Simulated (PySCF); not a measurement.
A structure optimised at B3LYP-D3(BJ)/def2-SVP, used in a PySCF frequency run:

```xyz
10

Ga    -0.0090    -0.5984     0.0000
O      0.9935    -2.0791     0.0000
H      0.5007    -2.9093     0.0000
O     -1.8055    -0.6361     0.0000
H     -2.2087    -1.5129     0.0000
S      0.9217     1.3812     0.0000
C     -0.5987     2.4371     0.0000
H     -1.5109     1.8279     0.0000
H     -0.5808     3.0714     0.8966
H     -0.5808     3.0714    -0.8966
```
Charge 0, spin multiplicity 1.

Q: Write its SMILES, formula and point group.

A: C[S][Ga]([OH])[OH], CH₅GaO₂S, Cs

Q: What are its rotational constants (standard atomic weights)?

A: 4.6366, 1.8881, 1.3534 GHz
